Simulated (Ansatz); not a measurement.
The same path of BrCl₂H₂NZr (7 atoms, charge 0, multiplicity 1) was run 3 times with different band settings.

Computed with RKS PBE-D4/def2-SVP (Ansatz 0.2.0).

Relaxed end points:

```xyz
7
Properties=species:S:1:pos:R:3
Zr 0.245 -0.205 0.648
Br 1.972 -1.964 0.221
N -0.446 0.362 -1.143
H -0.091 0.035 -2.051
Cl 1.120 1.702 1.721
Cl -1.594 -0.963 1.911
H -1.207 1.034 -1.306
```

```xyz
7
Properties=species:S:1:pos:R:3
Zr 0.219 -0.170 0.669
Br 1.816 -2.080 0.325
N -0.466 0.391 -1.127
H 0.011 1.030 -1.774
Cl 1.396 1.661 1.560
Cl -1.641 -0.891 1.913
H -1.334 0.059 -1.567
```

Common settings: optimiser quadratic models (default); start path through a guess of the saddle point; force threshold 0.05 eV/Å; end points relaxed.

| run | movable images | climbing image | spring | iteration limit |
| --- | --- | --- | --- | --- |
| 1 | 9 | yes | 5.0 eV/Å² | 43 |
| 2 | 2 | no | 5.0 eV/Å² | 60 |
| 3 | 9 | yes | 20.0 eV/Å² | 56 |

(1) What does each run give, and how far can it be trusted?

## Answers

(1) Run 1: converged after 13 iterations, highest image 0.000 eV above the first end. The highest image is an end point: on this band no image between the ends rises above it.
Run 2: converged after 10 iterations, highest image 0.000 eV above the first end. The highest image is an end point: on this band no image between the ends rises above it. So few images can step over the top or miss a turn of the path.
Run 3: converged after 15 iterations, highest image 0.000 eV above the first end. The highest image is an end point: on this band no image between the ends rises above it.
